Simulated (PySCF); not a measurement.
**Electron correlation in N (nitrogen, neutral)**

[He] 2s2 2p3, high-spin 4S determinant. All numbers are calculated (PySCF 2.14, scalar relativity by spin-free X2C-1e, in x2c-TZVPPall with one added diffuse shell each of s, p, d type (6s4p3d1f, 40 functions)). Frozen: 1s2; 5 electrons correlated.

```json
{"level": "CCSD", "correlation energy (mhartree)": "-111.57"}
{"level": "(T)", "correlation energy (mhartree)": "-2.39"}
{"level": "CCSD(T)", "correlation energy (mhartree)": "-113.96"}
{"level": "CCSDT", "correlation energy (mhartree)": "-114.33"}
```

Diagnostics: T1 = 0.0071, D1 = 0.0136, largest double amplitude 0.029.

Cost of the coupled-cluster step: about 0.9 core-seconds, for 5 correlated electrons.

Iterations:

```
CC2 = 0
CCSD nocc = (np.int64(4), np.int64(1)), nmo = (39, 39)
frozen orbitals [[0], [0]]
max_cycle = 100
direct = 0
conv_tol = 1e-08
conv_tol_normt = 1e-06
diis_space = 8
diis_start_cycle = 0
Init t2, MP2 energy = -0.0954385927982272
Init E_corr(UCCSD) = -0.0954385927986458
cycle = 1  E_corr(UCCSD) = -0.107893973585814  dE = -0.0124553808  norm(t1,t2) = 0.0308193
cycle = 2  E_corr(UCCSD) = -0.110336125631823  dE = -0.00244215205  norm(t1,t2) = 0.0114998
cycle = 3  E_corr(UCCSD) = -0.111638276956552  dE = -0.00130215132  norm(t1,t2) = 0.00551431
cycle = 4  E_corr(UCCSD) = -0.111560579822376  dE = 7.76971342e-05  norm(t1,t2) = 0.00110834
cycle = 5  E_corr(UCCSD) = -0.111570766514897  dE = -1.01866925e-05  norm(t1,t2) = 0.000320571
cycle = 6  E_corr(UCCSD) = -0.111573682582487  dE = -2.91606759e-06  norm(t1,t2) = 8.69163e-05
cycle = 7  E_corr(UCCSD) = -0.111573703474312  dE = -2.0891825e-08  norm(t1,t2) = 2.101e-05
cycle = 8  E_corr(UCCSD) = -0.111573761074494  dE = -5.7600182e-08  norm(t1,t2) = 3.6841e-06
cycle = 9  E_corr(UCCSD) = -0.111573737390297  dE = 2.36841975e-08  norm(t1,t2) = 8.44244e-07
cycle = 10  E_corr(UCCSD) = -0.111573744791068  dE = -7.40077108e-09  norm(t1,t2) = 1.45091e-07
UCCSD converged
E(UCCSD) = -54.54363637547222  E_corr = -0.1115737447910677
UCCSD(T) correction = -0.00239014551779532
```
